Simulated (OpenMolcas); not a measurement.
## 3d3 along the 21-electron sequence

```yaml
Program: OpenMolcas 26.06
Method: SS-RASPT2, IPEA 0.25 Eh, imaginary shift 0.1 Eh
Basis: ANO-R2
Scalar_Hamiltonian: X2C, finite nucleus
Spin-orbit_coupling: state interaction with AMFI integrals over the reference wave functions, term energies averaged over their components
```

Active space for each ion: 9 electrons in 8 orbitals (RAS1 3p, at most 2 holes; RAS2 3d); closed shells correlated by CASPT2: 3s.

Computed levels in cm-1 above 4F 3/2:

```json
{"Level": "4F 5/2", "Cr3+": "261", "Mn4+": "379", "Fe5+": "528", "Ni7+": "977"}
{"Level": "4F 7/2", "Cr3+": "616", "Mn4+": "892", "Fe5+": "1237", "Ni7+": "2270"}
{"Level": "4F 9/2", "Cr3+": "1058", "Mn4+": "1525", "Fe5+": "2100", "Ni7+": "3810"}
{"Level": "4P 1/2", "Cr3+": "14780", "Mn4+": "17090", "Fe5+": "19420", "Ni7+": "24290"}
{"Level": "4P 3/2", "Cr3+": "14890", "Mn4+": "17230", "Fe5+": "19600", "Ni7+": "24540"}
{"Level": "4P 5/2", "Cr3+": "15200", "Mn4+": "17700", "Fe5+": "20260", "Ni7+": "25840"}
{"Level": "2G 7/2", "Cr3+": "15800", "Mn4+": "18340", "Fe5+": "21110", "Ni7+": "26900"}
{"Level": "2G 9/2", "Cr3+": "16180", "Mn4+": "18870", "Fe5+": "21830", "Ni7+": "28120"}
{"Level": "2P 3/2", "Cr3+": "20290", "Mn4+": "23550", "Fe5+": "26930", "Ni7+": "33870"}
{"Level": "weight of 4F in the lowest level (%)", "Cr3+": "100", "Mn4+": "100", "Fe5+": "100", "Ni7+": "100"}
```

Mixed levels, with the weight of the term that names them: Cr3+ 2P 3/2 (71 %), Mn4+ 2P 3/2 (73 %), Fe5+ 2P 3/2 (67 %), Ni7+ 2P 3/2 (55 %).

Measured, with the error of the calculation in %. Measured levels: Cr3+ from Sugar and Corliss, J. Phys. Chem. Ref. Data 6, 317 (1977); Mn4+ from Corliss and Sugar, J. Phys. Chem. Ref. Data 6, 1253 (1977); Fe5+ from Corliss and Sugar, J. Phys. Chem. Ref. Data 11, 135 (1982); Ni7+ from Corliss and Sugar, J. Phys. Chem. Ref. Data 10, 197 (1981).

```csv
Level,Cr3+,Mn4+,Fe5+,Ni7+
4F 5/2,236 (+10.6),359 (+5.6),511 (+3.2),1012 (-3.5)
4F 7/2,556 (+10.9),835 (+6.9),1188 (+4.1),2184 (+3.8)
4F 9/2,946 (+11.9),1412 (+8.0),2001 (+5.2),3721 (+2.3)
4P 1/2,14059 (+5.1),16434 (+4.0),18738 (+3.6),23261 (+4.4)
4P 3/2,14177 (+5.1),16595 (+3.9),18942 (+3.5),23710 (+3.5)
4P 5/2,14471 (+5.0),17049 (+3.8),19611 (+3.3),24669 (+4.7)
2G 7/2,15052 (+5.0),17892 (+2.5),20616 (+2.4),
2G 9/2,15402 (+5.0),18399 (+2.6),21315 (+2.4),
2P 3/2,,22919 (+2.7),26215 (+2.7),
```

The fine-structure level 4F 9/2 changes by a factor of 3.6 from Cr3+ to Ni7+. Its fourth root runs 5.70, 6.25, 6.77, 7.86, with steps per unit of Z of 0.55, 0.52, 0.54; equal steps would mean a (Z - σ)^4 law with constant σ.

4P 1/2 changes by a factor of 1.64 over the same range, with steps per unit of Z of +2310, +2330, +2440 cm-1.

CASPT2 does not keep the components of a term degenerate, so their means are used; among the terms shown or strongly mixed into the levels shown the widest spread is 430 cm-1 (3d3 4F, Fe5+). Active for correlation alone: 3p; no level in the range computed is led by a configuration that opens it, so any true level of that kind is missing. Computed and measured levels are paired by configuration, term and J; levels that our copy of the source lacks, or whose pairing is in doubt (as where it misses far off the trend of its configuration), stay unpaired and out of the deviations. Levels of configurations outside the active space are missing.
